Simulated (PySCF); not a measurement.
Species: C4H10Si.
Atom-mapped SMILES: `[CH3:1][SiH:2]1[CH2:3][CH2:4][CH2:5]1` (hydrogens: H6, H7, H8 on C1; H9 on Si2; H10, H11 on C3; H12, H13 on C4; H14, H15 on C5)

The calculation used PBE0-D3(BJ)/def2-SVP geometry optimisation, gas phase in PySCF 2.14.0.

(1) Give the optimised bond lengths and angles.

Answers

(1) 
```json
{"bond": "C1–Si2", "length (Å)": "1.876"}
{"bond": "Si2–C3, Si2–C5", "length (Å)": "1.898"}
{"bond": "C3–C4, C4–C5", "length (Å)": "1.552"}
{"bond": "C1–H6, C1–H7, C1–H8", "length (Å)": "1.101"}
{"bond": "Si2–H9", "length (Å)": "1.499"}
{"bond": "C3–H10, C5–H15", "length (Å)": "1.103"}
{"bond": "C3–H11, C5–H14", "length (Å)": "1.099"}
{"bond": "C4–H12", "length (Å)": "1.103"}
{"bond": "C4–H13", "length (Å)": "1.103"}
```

Bonds in one row agree within 0.01 Å and their mean is given. A selection of angles:
```json
{"angle": "Si2–C1–H6", "degrees": "110.7"}
{"angle": "H6–C1–H7", "degrees": "108.1"}
{"angle": "C1–Si2–C3", "degrees": "120.8"}
{"angle": "C1–Si2–H9", "degrees": "109.7"}
{"angle": "C3–Si2–C5", "degrees": "78.2"}
{"angle": "C3–Si2–H9", "degrees": "112.0"}
{"angle": "Si2–C3–C4", "degrees": "86.6"}
{"angle": "Si2–C3–H10", "degrees": "110.7"}
{"angle": "Si2–C3–H11", "degrees": "122.2"}
{"angle": "C4–C3–H10", "degrees": "111.1"}
{"angle": "C4–C3–H11", "degrees": "116.5"}
{"angle": "H10–C3–H11", "degrees": "108.3"}
{"angle": "C3–C4–C5", "degrees": "100.9"}
{"angle": "C3–C4–H12", "degrees": "109.6"}
{"angle": "C3–C4–H13", "degrees": "115.0"}
{"angle": "H12–C4–H13", "degrees": "106.7"}
{"angle": "C4–C5–H14", "degrees": "116.6"}
{"angle": "Si2–C5–H14", "degrees": "122.6"}
{"angle": "Si2–C5–H15", "degrees": "110.4"}
```

Dihedral angles: C1–Si2–C3–C4 -138° (anticlinal); Si2–C3–C4–C5 23° (synperiplanar); C3–C4–C5–Si2 -23° (synperiplanar); C1–Si2–C5–C4 138° (anticlinal).

The 3 C–Si bonds span 1.876 Å (C1–Si2, drawn single) to 1.898 Å (Si2–C3, drawn single), a spread of 0.022 Å. The 4-membered ring Si2–C3–C4–C5 has internal angles of 78.2° to 100.9°; it is puckered, 0.15 Å rms from its mean plane, widest ring torsion 23°. Si2 (SiH silicon) has angles from 78.2° to 120.9°.

Point group: Cs (tolerance 0.08 Å). Stationary, but not proved a minimum. The numbers are those of one conformer.
